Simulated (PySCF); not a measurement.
C2H5O (SMILES [CH2-]OC), charge -1, singlet, geometry from GFN2-xTB (in this run its highest filled SCF level lies above zero, so its values depend strongly on the basis, on diffuse functions most of all). Base run: PBE/STO-3G in PySCF.

Input for PySCF:
```python
from pyscf import gto, scf, dft

mol = gto.M(
    atom='''
C    -0.01387129    1.32048858   -0.14685513
O     0.00480545    0.04658534    0.60549664
C     0.00885831   -1.08473522   -0.17190786
H     0.86993040    1.24954023   -0.87427756
H    -0.90863771    1.23257197   -0.85885667
H     0.02301881   -1.98265824    0.47327149
H    -0.88652396   -1.15182118   -0.82804795
H     0.89384676   -1.13483572   -0.84348446
''',
    basis='sto-3g',
    charge=-1,
    verbose=4,
    symmetry=True,
)

mf = dft.RKS(mol)
mf.xc = 'pbe'
mf.kernel()
mf.analyze()
```

Each row names what was changed in the base input (with any setting that the change needs).

```tsv
change	ΔE vs base (mEh)	point group used	SCF cycles	outcome
base	0.000	Cs	9	converged
irrep_nelec = A':18 A":8	-	-	50	not converged
irrep_nelec = A':22 A":4	887.4	Cs	18	converged
symmetry = off	0.000	C1	9	converged
```
